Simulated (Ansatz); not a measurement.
`B[CH2][GaH2]` + H₂ → `[GaH3]` + `BC`  (hydrogenolysis of a Ga–C bond)

Gas-phase electronic energies from Ansatz, PBE0-D4/def2-TZVP geometries. CBS: MP2 limit from def2 TZ/QZ plus the TZ coupled-cluster correction, frozen cores. This one scheme is used for every species. DFT in def2-TZVPP. HSE06 is defined as in plane-wave codes. For Ga outer-core shells are correlated without core-valence functions, which leaves a few kJ/mol of doubt a bond. Scalar relativity is left out up to krypton.

CCSD(T)/CBS gives +12.1 kJ/mol.

**Question.** Another level gave +0.9 kJ/mol. Which?
A. PBE-D4/def2-TZVPP
B. HSE06-D4/def2-TZVPP
C. PBE0/def2-TZVPP
D. HF/def2-TZVPP

**Answer.** C. PBE0 0.9, HSE06-D4 6.0, HF/def2-TZVPP -28.8, PBE-D4 12.0 kJ/mol.

Largest T1 diagnostic among the species: 0.013.

At CCSD(T), def2-SVP lies −17.3 kJ/mol from the extrapolated value and def2-TZVPP −3.6 kJ/mol. In def2-TZVPP, CCSD(T) changes the Hartree–Fock value by +37.3 kJ/mol (the triples alone add +6.9 kJ/mol) and MP2 by +45.4 kJ/mol. Leaving LDA and LC-ωPBE aside and taking each functional with its dispersion term where it has one, the values, not all of them listed here, spread over 22.2 kJ/mol, from B97M-V to revPBE-D4. LDA lies +5.4 kJ/mol from PBE without D4.
